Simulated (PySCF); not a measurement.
**Solvent effects on NMR parameters**

Geometry (Å), atoms numbered from 1 in this order:
```xyz
20

C     2.952   -0.418   -0.778
C     3.362    0.872   -0.560
S     2.249    1.725    0.428
C     1.199    0.362    0.568
Si   -0.436    0.386    1.460
C    -1.743    1.396    0.537
C    -2.300    0.456   -0.555
Si   -2.354   -1.278    0.208
O    -1.092   -1.154    1.316
C     1.717   -0.707   -0.135
H     3.517   -1.134   -1.375
H     4.264    1.363   -0.924
H    -0.273    0.771    2.890
H    -1.349    2.337    0.119
H    -2.537    1.672    1.252
H    -1.601    0.418   -1.409
H    -3.269    0.797   -0.955
H    -3.632   -1.569    0.925
H    -2.082   -2.377   -0.763
H     1.216   -1.676   -0.173
```

GIAO PBE0/pcSseg-1 in PySCF on one PBE0-D3(BJ)/def2-SVP conformer, non-relativistic, equivalent nuclei averaged. Solvents enter as an IEF-PCM continuum (methanol with ε = 32.6, acetonitrile with ε = 35.7) around the gas-phase geometry. Shifts are referred to TMS, CS2 computed in the same medium.

Gas phase, δ in ppm: C10 142.9, C4 141.2, C2 141.2, C1 132.2, C6 12.4, C7 6.4, S3 235.9, Si5 4.5, Si8 1.9, H20 7.58, H12 7.55, H11 7.25, H13 5.69, H19 5.22. Dipole moment 1.76 D.

Problem. How does each δ change in the continuum?

Solution. 
```csv
atoms,environment,"Δδ, methanol","Δδ, acetonitrile"
C10,aromatic CH,+1.5,+1.5
C4,substituted aromatic carbon next to the ring sulfur,+1.3,+1.3
C2,aromatic CH next to the ring sulfur,+2.7,+2.7
C1,aromatic CH,+1.8,+1.8
C6,sp3 CH2 bonded to Si,+0.5,+0.5
C7,sp3 CH2 bonded to Si,+0.5,+0.5
S3,aromatic ring sulfur,-2.2,-2.2
Si5,"silicon bonded to 2 C, O, H, in a 5-membered ring",+1.2,+1.2
Si8,"silicon bonded to C, O, 2 H, in a 5-membered ring",+1.6,+1.6
H20,hydrogen on an aromatic CH,+0.09,+0.09
H12,hydrogen on an aromatic CH next to the ring sulfur,+0.34,+0.34
H11,hydrogen on an aromatic CH,+0.23,+0.23
H13,"hydrogen on a silicon bonded to 2 C, O, in a 5-membered ring",-0.05,-0.05
H19,"hydrogen on a silicon bonded to C, O, in a 5-membered ring",-0.04,-0.04
```

Changes are relative to the gas phase. The dipole moment becomes 2.33 D in methanol, 2.33 D in acetonitrile.

Problem. Which of the listed nuclei move most (in ppm), and what does the model miss? (N and O are left out, as their reference compounds move with the solvent too.)

Solution. C2 (aromatic CH next to the ring sulfur, +2.7 ppm) in acetonitrile. A continuum only polarises the solute; specific hydrogen bonds, the anisotropy of aromatic solvents and changes of geometry or conformer are outside it.
